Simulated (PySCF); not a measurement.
A structure optimised at PBE-D3(BJ)/def2-SVP, used in a PySCF frequency run:

```
Se
I 1 2.6172
I 1 2.6172 2 109.47
I 1 2.6172 2 109.47 3 120.00
I 1 2.6172 2 109.47 3 -120.00
```
Charge +1, spin multiplicity 2.

Write its SMILES, formula and point group.

I[Se+](I)(I)I, I4Se, Td

What are its rotational constants (standard atomic weights)?

0.21803, 0.21803, 0.21803 GHz
